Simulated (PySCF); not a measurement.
**Spin states of SbBr**

Unrestricted PBE0; basis Sb cc-pVTZ-PP with ECP28, Br cc-pVTZ-PP with ECP10; scalar-relativistic core potentials; PySCF 2.14. Outer shells of the fragments: Sb 4d10 5s2 5p3; Br 3d10 4s2 4p5.

Followed along the bond (rough minima from three points):

| 2Ms+1 | unpaired | ⟨S²⟩ at the start | R at minimum (Å) | Te (eV) |
| --- | --- | --- | --- | --- |
| 3 | π ↑↑ | 2.01 | 2.50 | 0.00 |
| 1 | π ↑↓ | 1.01 | 2.50 | 0.29 |
| 1 | none | 0.00 | 2.49 | 1.17 |
| 5 | σ ↑↑, π ↑↑ | 6.00 | none in the scan | ≤ 4.19 |

Solutions found at the starting distance of 2.480 Å, counted from the lowest of them; the search is not exhaustive and high or unbound solutions are not listed, so other states can lie among these:

| 2Ms+1 | unpaired | term | E (eV) | ⟨S²⟩ | ⟨Lz²⟩ | μ (D) |
| --- | --- | --- | --- | --- | --- | --- |
| 3 | π ↑↑ | ³Σ⁻ | 0.00 | 2.01 | 0.00 | -1.76 |
| 1 | π ↑↓ | mixed | 0.29 | 1.01 | 2.02 | -1.69 |
| 1 | none | mixed | 1.17 | 0.00 | 2.01 | -1.42 |
| 3 | σ ↑, π ↑ | ³Π | 2.74 | 2.01 | 1.01 | -1.66 |
| 1 | σ ↓, π ↑ | mixed | 3.00 | 1.01 | 1.01 | -1.57 |
| 3 | π ↑↑ | mixed | 4.54 | 2.01 | 2.02 | 3.34 |
| 3 | σ ↑, π ↑ | ³Π | 4.59 | 2.01 | 1.01 | 0.87 |
| 1 | σ ↓, π ↑ | mixed | 4.84 | 1.01 | 1.01 | 1.13 |
| 5 | σ ↑↑, π ↑↑ | ⁵Σ⁻ | 4.98 | 6.00 | 0.00 | 0.30 |
| 5 | σ ↑, π ↑↑↑ | ⁵Π | 5.11 | 6.00 | 1.01 | 2.78 |

A term symbol is given only where ⟨S²⟩ and ⟨Lz²⟩ are close to those of a pure state; real π, δ and φ orbitals otherwise mix terms. A positive dipole means Sb(−)Br(+).

Spin–orbit coupling is left out. Counting both spins, an empty level lies below a filled one in some of these solutions, because spin and occupation are held.
